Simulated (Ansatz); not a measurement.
Al5As4H16⁻, a cluster cut from zinc blende AlAs (hydrogen-capped). Charge -1, multiplicity 1. Geometry PBE-D4/def2-SVP, basis def2-TZVP, Ansatz.

```xyz
25

As   -1.4707    1.4557    0.7669
As    0.3731   -1.6435    1.9686
As   -1.0748   -0.9349   -2.1673
As    2.0321    0.6083   -0.6086
Al   -2.8241    0.6037   -1.1504
Al   -1.4503   -0.0565    2.7536
Al    0.7052    2.5971    0.1961
Al    2.6982   -1.0663    1.1194
Al    1.3306   -0.3939   -2.7851
H    -2.3464    2.6080    1.2689
H    -0.2617   -2.5701    0.9317
H     0.5372   -2.7165    3.0465
H    -1.7154   -1.6058   -3.3837
H    -1.0368   -2.1964   -1.3050
H     3.3867    1.2209   -0.9775
H    -4.0649   -0.3153   -0.6839
H    -3.0698    1.7392   -2.2681
H    -2.8084   -0.9134    2.9045
H    -0.8327    0.6648    4.0563
H     1.3739    3.1675    1.5488
H     0.4653    3.6072   -1.0385
H     3.4338   -0.3771    2.3775
H     3.3295   -2.4074    0.4834
H     1.2154    0.7136   -3.9509
H     2.0750   -1.7891   -3.1030
```

```tsv
run	HOMO (eV)	LUMO (eV)
A	-3.20	0.91
B	-4.26	1.63
C	-3.26	0.76
D	-3.48	1.03
E	-6.26	3.28
```

Single mean-field runs in def2-TZVP are fitted with def2-universal-jkfit.

**Question.** The runs used LDA (SPW92), PBE, PBE0, r2SCAN, ωB97M-V. Estimate which is which.

**Answer.** A PBE (0 % exact exchange); B PBE0 (25 % exact exchange); C LDA (SPW92) (0 % exact exchange); D r2SCAN (0 % exact exchange); E ωB97M-V (range-separated). Exact exchange lowers occupied and raises empty levels; among semilocal functionals meta-GGAs tend to open the gap a little, and such runs are hard to tell apart. The gap grows from 4.01 eV (LDA (SPW92)) to 9.53 eV (ωB97M-V).
